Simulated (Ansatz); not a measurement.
One change: `C[C@@H]1O[C@H]1F` becomes `FC(F)[C@H]1O[C@H]1F`.

Ansatz, PBE0-D4/def2-TZVP geometries, multiplicity 1. Each molecule was computed in one conformer, which needn't be the lowest.

| property | `C[C@@H]1O[C@H]1F` |
| --- | --- |
| size of the dipole moment (ωB97M-V/def2-TZVPP) / D | 2.55 |
| LUMO energy (PBE0/def2-TZVPP) / eV | 1.43 |
| zero-point energy (PBE0-D4/def2-TZVP) / kJ/mol | 205.3 |
| ideal-gas entropy at 298 K and 1 bar (rigid rotor, harmonic PBE0-D4/def2-TZVP) / J/(mol·K) | 299 |
| HOMO energy (PBE/def2-TZVPP) / eV | -6.88 |
| HOMO–LUMO gap (ωB97M-V/def2-TZVPP) / eV | 13.73 |

(1) What does the change do to each property? (An estimate is asked.)

## Answers

(1) Ansatz gave: 
```tsv
property	`FC(F)[C@H]1O[C@H]1F`	shift
size of the dipole moment (ωB97M-V/def2-TZVPP) / D	1.92	-0.63
LUMO energy (PBE0/def2-TZVPP) / eV	1.15	-0.28
zero-point energy (PBE0-D4/def2-TZVP) / kJ/mol	167.8	-37.5
ideal-gas entropy at 298 K and 1 bar (rigid rotor, harmonic PBE0-D4/def2-TZVP) / J/(mol·K)	337	38
HOMO energy (PBE/def2-TZVPP) / eV	-7.49	-0.61
HOMO–LUMO gap (ωB97M-V/def2-TZVPP) / eV	14.56	0.83
```

With PBE0 the HOMO falls by 0.68 eV and the LUMO falls by 0.28 eV, so the gap widens by about 0.40 eV. PBE moves the HOMO by -0.61 eV and ωB97M-V by -0.71 eV. Dipoles are sizes alone; their direction can turn.
